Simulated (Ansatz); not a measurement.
Molecule: MgCl, charge 0, multiplicity 2. 
Structure (B3LYP-D3(BJ)/def2-TZVP (Ansatz, a first-principles code) minimum search):
```
Mg
Cl 1 2.2211
```
Charge 0, spin multiplicity 2.

Parts of the frozen-core correlation energy in def2-SVP (Ansatz, hartree). Frozen orbitals: 10; correlated occupied orbitals by spin: 5 and 4; virtual: 21 and 22. Open shells are spin-unrestricted. Spin-orbit coupling is left out. Non-relativistic.

```tsv
term	value
reference (HF)	-658.96131
MP2 opposite-spin	-0.10512
MP2 same-spin	___
CCSD correlation	___
(T)	___
CCSDT minus CCSD(T)	-0.00036
CCSDT(Q) minus CCSD(T)	-0.00065
T1 diagnostic	0.012
largest doubles amplitude	0.031
<S^2> of the reference	0.751
```

Q: What belongs in the gaps?

A: 
- MP2 same-spin, value: -0.03892
- CCSD correlation, value: -0.15724
- (T), value: -0.00297
